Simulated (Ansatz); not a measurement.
A structure relaxed at PBE-D4/def2-SVP in Ansatz, charge -1, doublet:

```
atom   x (Å)   y (Å)   z (Å)
  W1   0.750  -0.018   2.212
  W2   0.284  -0.091  -1.939
  W3  -1.516   1.120   0.365
 Si4   1.020  -1.196   0.096
 Si5  -1.576  -1.332  -0.626
 Si6  -1.483  -0.888   1.697
 Si7  -2.068   0.646  -1.936
 Si8   1.223   2.112  -1.979
 Si9   2.434  -1.676   1.910
Si10   0.932   1.324   0.200
```

(1) Give its formula.

(2) Summarise the bond lengths by kind (pairs closer than 1.2 times the sum of covalent radii, bridged metal pairs left out).

Answers

(1) the cluster Si7W3⁻.

(2) 13 × Si–W 2.38 to 2.65 Å; 5 × Si–Si 2.34 to 2.52 Å; 2 × W–W 3.14 to 3.16 Å.

In the def2 sets W takes a core potential; there is no spin–orbit coupling. The charge -1 doublet is spin-contaminated (final ⟨S²⟩ up to 1.13, 0.75 for a pure state). Another isomer (quartet) lies 0.33 eV lower at PBE0-D4/def2-SVP; other spin states weren't run for this one.
